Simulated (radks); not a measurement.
Problem. Valence configurations of Ho II (all share [Xe]). All-electron calculation, scalar-relativistic Kohn-Sham, PBE, spin-unpolarised, spherical densities, point nucleus. Program: a radial shooting solver on a logarithmic mesh with Libxc functionals. Order these by energy: 4f9 5d2 6s1; 4f10 6s2; 4f9 5d1 6s2; 4f12; 4f10.5 6s1 6p0.5; 4f11 6p1; 4f11 5d1; 4f10 5d1 6s1; 4f9 5d1 6s1 6p1; 4f11 6s1.

Solution. From the lowest, in eV above it: 4f11 6s1 0.000; 4f12 1.804; 4f11 5d1 2.340; 4f10.5 6s1 6p0.5 3.059; 4f11 6p1 3.532; 4f10 6s2 4.028; 4f10 5d1 6s1 5.237; 4f9 5d1 6s2 15.380; 4f9 5d2 6s1 15.705; 4f9 5d1 6s1 6p1 19.827. NIST lists [Xe] 4f11 6s1 as the ground configuration; this level of theory agrees among the configurations tried. The energies are those of spherical spin-averaged densities, not of single terms.
